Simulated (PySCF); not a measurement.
Species: C₂H₇BF₂O.
Numbering: `[CH3:1][O+:2]([BH2-:3][F:4])[CH2:5][F:6]` (hydrogens: H7, H8, H9 on C1; H10, H11 on B3; H12, H13 on C5)

Method used: PBE0-D3(BJ)/def2-SVP geometry optimisation, gas phase in PySCF 2.14.0.

(1) List the bond lengths, angles and torsions at this level.

Answers

(1) 
```json
{"bond": "C1–O2", "length (Å)": "1.431"}
{"bond": "O2–B3", "length (Å)": "1.703"}
{"bond": "B3–F4", "length (Å)": "1.376"}
{"bond": "O2–C5", "length (Å)": "1.406"}
{"bond": "C5–F6", "length (Å)": "1.348"}
{"bond": "C1–H7, C1–H8, C1–H9", "length (Å)": "1.097"}
{"bond": "B3–H10, B3–H11", "length (Å)": "1.219"}
{"bond": "C5–H12, C5–H13", "length (Å)": "1.100"}
```

Bonds in one row agree within 0.01 Å and their mean is given. A selection of angles:
```json
{"angle": "O2–C1–H7", "degrees": "108.6"}
{"angle": "O2–C1–H9", "degrees": "106.5"}
{"angle": "H7–C1–H8", "degrees": "111.3"}
{"angle": "H8–C1–H9", "degrees": "110.1"}
{"angle": "C1–O2–B3", "degrees": "114.8"}
{"angle": "C1–O2–C5", "degrees": "114.4"}
{"angle": "B3–O2–C5", "degrees": "114.0"}
{"angle": "O2–B3–F4", "degrees": "102.3"}
{"angle": "O2–B3–H10", "degrees": "100.7"}
{"angle": "F4–B3–H10", "degrees": "115.0"}
{"angle": "H10–B3–H11", "degrees": "118.6"}
{"angle": "O2–C5–F6", "degrees": "109.0"}
{"angle": "O2–C5–H12", "degrees": "105.6"}
{"angle": "O2–C5–H13", "degrees": "110.1"}
{"angle": "F6–C5–H12", "degrees": "110.8"}
{"angle": "F6–C5–H13", "degrees": "109.3"}
{"angle": "H12–C5–H13", "degrees": "111.9"}
```

Torsions: C1–O2–B3–F4 -69° (synclinal); C1–O2–C5–F6 -67° (synclinal). The mirror-image conformer, all signs reversed, is as good.

O2 (oxygen bonded to B and 2 C) is pyramidal (angles 114.8°, 114.4° and 114.0°, sum 343.2°, 0.36 Å off the plane of its three neighbours). The 2 C–O bonds span 1.406 Å (O2–C5, drawn single) to 1.431 Å (C1–O2, drawn single), a spread of 0.025 Å. Of the pairs four or more bonds apart, F6···H7 is among the closest relative to their van der Waals radii: 2.45 Å, 92 % of the sum of Bondi's values. B3 (four-coordinate boron) is distorted tetrahedral (angles from 100.7° to 118.6°).

Point group: C1 (no symmetry element, even within 0.4 Å). PBE0-D3(BJ)/def2-SVP frequencies: not computed here. The numbers are those of one conformer.
